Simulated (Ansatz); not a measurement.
CH₅AlF₂Si, SMILES `F[CH](F)[AlH][SiH3]`. Total charge 0; spin multiplicity 1.

Cartesian coordinates in Å:
```
F 2.760 0.020 1.458
C 1.790 -0.230 0.580
F 0.811 -1.170 1.304
Al -0.019 0.542 0.716
Si -1.553 0.132 -1.146
H 2.186 -0.874 -0.208
H -0.293 1.431 1.993
H -1.767 1.378 -1.938
H -2.892 -0.327 -0.678
H -1.023 -0.902 -2.081
```

(1) Give the diagnostics of a CCSD(T)/def2-TZVPP run (frozen core, Ansatz). (Best estimate.)

## Answers

(1) The calculation gave: T1 = 0.0141, largest single amplitude 0.023, largest double 0.025, (T) share of the correlation energy 3.3 %, 10 CCSD cycles. The RHF solution is stable towards an unrestricted one. T1 lies under the customary mark of 0.02 for closed shells.
